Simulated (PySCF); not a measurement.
BrH2NOSW, SMILES [NH]=[W]([OH])(=[S])[Br], multiplicity 1. The structure is a stationary point at PBE-D3(BJ)/def2-SVP. The multiplicity is an assumed one; no other spin state was optimised. The structure was generated by enumeration; whether it is a known compound was not checked. The def2 effective core potentials stand for the cores of W; spin–orbit coupling is left out. The values are those of a single conformer.

These are PBE-D3(BJ)/def2-SVP (PySCF 2.14.0) values and carry that method's errors.

Harmonic wavenumbers (cm⁻¹): 110, 135, 180, 217, 243, 273, 333, 511, 549, 587, 645, 719, 977, 3523, 3741. Rotational constants (GHz): 2.288, 0.9741, 0.8489; symmetry number 1.

### Question
Work out the zero-point energy and the ideal-gas rigid-rotor harmonic-oscillator thermochemistry at 298.15 K and 1 atm.

### Answer
ZPE = ½ Σ hcν = ½ × 12743 cm⁻¹ = 76.22 kJ/mol. H − E(el) = 98.47 kJ/mol. Entropy in J/(mol K): translation 180.99, rotation 123.51, vibration 73.09, total 377.59. G − E(el) = -14.10 kJ/mol. Cp = 109.45 J/(mol K). Modes under 150 cm⁻¹ make the vibrational entropy uncertain.
